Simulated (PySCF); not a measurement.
A structure optimised at PBE-D3(BJ)/def2-SVP, used in a PySCF frequency run:

```xyz
4

Ta     0.2185    -0.3056     0.0000
O     -1.0759    -1.4089     0.0000
Cl    -0.2160     0.9876    -1.7786
Cl    -0.2160     0.9876     1.7786
```
Charge +1, spin multiplicity 1.

Question: Write its SMILES, formula and point group.

Answer: [O]=[Ta+]([Cl])[Cl], Cl2OTa, Cs

Question: What are its rotational constants (standard atomic weights)?

Answer: 3.4178, 1.9858, 1.4779 GHz
